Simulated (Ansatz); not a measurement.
`[F][Ga]([Cl])[Br]` + H₂ → `[Cl][GaH][Br]` + H–F  (hydrogenolysis of a Ga–F bond)

Program: Ansatz. Geometries: PBE0-D4/def2-TZVP. ΔE: electronic, gas phase. CCSD(T)/CBS is the MP2 limit (def2-TZVPP, def2-QZVPP) plus CCSD(T) − MP2 in def2-TZVPP, frozen cores. This one scheme is used for every species. Functionals use def2-TZVPP. For Br, Ga outer-core shells are correlated without core-valence functions, which leaves a few kJ/mol of doubt a bond. Scalar relativity is left out up to krypton.

```csv
level,ΔE (kJ/mol)
PBE-D4,49.1
CAM-B3LYP,51.3
CCSD/def2-SVP,63.0
CCSD(T)/def2-TZVPP,51.9
```

(1) What does CCSD(T)/CBS give? (An estimate is asked.)

(2) What do rigid-rotor, harmonic-oscillator terms from PBE0-D4/def2-TZVP frequencies (298.15 K, 1 bar) make of the CCSD(T)/CBS value? (Best estimate.)

Largest T1 diagnostic among the species: 0.011.

## Answers

(1) The calculation gave: +46.4 kJ/mol. The listed levels differ from it by 2.7, 4.9, 16.6, 5.5 kJ/mol.

(2) Ansatz gave: ΔZPE = +10.7 kJ/mol, ΔH = +54.7 kJ/mol, ΔS = 19 J/(mol·K), ΔG = +48.9 kJ/mol.

In def2-TZVPP, CCSD(T) changes the Hartree–Fock value by +3.5 kJ/mol (the triples alone add +2.8 kJ/mol) and MP2 by +7.5 kJ/mol. Leaving LDA and LC-ωPBE aside and taking each functional with its dispersion term where it has one, the values, not all of them listed here, spread over 14.1 kJ/mol, from HSE06-D4 to r2SCAN-D4. LDA lies −8.0 kJ/mol from PBE without D4. From BLYP to BHLYP (50 % exact exchange), in def2-TZVPP and without D4, ΔE moves by −6.8 kJ/mol.
